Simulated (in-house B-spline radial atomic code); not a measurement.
**Solving the quasi-particle equation for 3p of Ca²⁺**

Configuration [Ne] 3s2 3p6, start r2SCAN; correlation leaves out the 3 deepest shells. Computed with a B-spline radial code for spherical atoms: all electrons, scalar-relativistic (spin-free one-electron X2C), finite nucleus, each spin shell either full or empty, empty states to l = 9 with an (l + 1/2)⁻⁴ tail; G0W0 by contour deformation at full frequency.

At the mean-field level ε = -43.756 eV the matrix elements are Σx = -31.753 eV, v_xc = -24.563 eV and Σc(ε) = -0.37 eV, and the slope of the correlation self-energy is dΣc/dω = -0.0655. The quasi-particle energy solves E = ε + Σx − v_xc + Σc(E).

**Question.** What does the linearised equation give?

**Answer.** Z = 1/(1 − dΣc/dω) = 1/1.0655 = 0.9385. The first-order shift is Σx − v_xc + Σc(ε) = -31.753 − (-24.563) + (-0.37) = -7.560 eV, so E ≈ ε + Z × shift = -43.756 + 0.9385 × (-7.560) = -50.851 eV.

**Question.** How does that compare with the full solution and with static screening?

**Answer.** Solving the equation at full frequency dependence gives E = -50.824 eV, where Σc = 0.123 eV and the weight is 0.930; the linearised value is off by 27 meV. Leaving Z out would give -51.316 eV. Static COHSEX puts -3.209 eV in place of Σc and gives -54.155 eV, 3.33 eV deeper. The tabulated removal energy is 50.913 eV (NIST, measured); the run leaves out spin-orbit coupling, Breit and QED terms.
